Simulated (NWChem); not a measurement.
Molecule: CH2I, doublet; SMILES [CH2]I

All runs: NWChem. Spin-unrestricted. In the optimisation the excess spin sits in a' (Cs, its own frame). Coordinates come from a PBE0/def2-SVP, spin-unrestricted optimisation. No frequency run checked for a minimum. No stability test was run on the SCF state. def2 effective core potentials on I; no spin-orbit coupling. COSMO at PBE/def2-SVP, default radii, gas-phase geometry; f = (ε − 1)/ε scales the surface charges.

```
row            f  electrostatic solvation energy (kcal/mol)
--------  ------  -----------------------------------------
ε = 2.0   0.5000                                      -0.75
ε = 7.6   0.8684                                   withheld
ε = 25.0  0.9600                                      -1.50
ε = 37.5  0.9733                                      -1.52
ε = 46.7  0.9786                                      -1.53
```

Q: Fit a straight line of the last column on the one before it, predict the withheld value, and compare with the run.

A: 
1. Means of the 4 shown rows: x = 0.85298, y = -1.325. Slope Σ(x − x̄)(y − ȳ)/Σ(x − x̄)² = -0.2709/0.1663 = -1.629; intercept 0.064.
2. The shown rows scatter about the line by 0.001 (root mean square); the largest residual is 0.00, at ε = 37.5.
3. At x = 0.8684 (ε = 7.6; inside the shown range) the line gives -1.35.
4. The run gives -1.34, +0.01 from the line.
